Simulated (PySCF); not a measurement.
Iodine: a sound run and one with changed settings

Sound run: I [Kr] 4d10 5s2 5p5, I⁺ [Kr] 4d10 5s2 5p4. All numbers are calculated (PySCF 2.14, a scalar-relativistic core potential, in cc-pVTZ-PP with ECP28MDF). The sound run starts from symmetry-adapted Hartree-Fock orbitals and uses a fine grid where one is needed.

Changed run: radial step 0.3 in ln r (0.13 in the sound run). This setting is unsound on purpose.

| species | method | sound run (hartree) | changed run (hartree) | converged |
| --- | --- | --- | --- | --- |
| I | UHF | -294.66150 | -294.66150 | yes |
| I | B3LYP | -295.78139 | -295.78176 | yes |
| I | M06-L | -295.85292 | -295.79245 | yes |
| I⁺ | UHF | -294.30966 | -294.30966 | yes |
| I⁺ | B3LYP | -295.39017 | -295.39055 | yes |
| I⁺ | M06-L | -295.47224 | -295.41163 | yes |

Ionisation energy of I:

```csv
method,sound run (eV),changed run (eV)
UHF,9.574,9.574
B3LYP,10.646,10.645
M06-L,10.359,10.363
```

A coarse radial grid mis-integrates the density and the exchange-correlation energy, with errors of either sign; Hartree-Fock needs no grid.

For comparison, NIST gives 10.451 eV between the lowest levels.
